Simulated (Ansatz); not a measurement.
Task: Predict a relaxed structure of the cluster GeS2⁺, charge 1, doublet, at r2SCAN-D4/def2-TZVP (Ansatz).

Result: 
Cartesian coordinates in Å:
```
Ge -1.229 0.229 0.580
S 0.736 0.876 -0.425
S 0.494 -1.105 -0.156
```
Point group C2v (tolerance 0.1 Å). This is one stationary point.

The relaxation made no stability test and no search for a lower SCF solution. The structure comes from a short search, and lower isomers may exist.
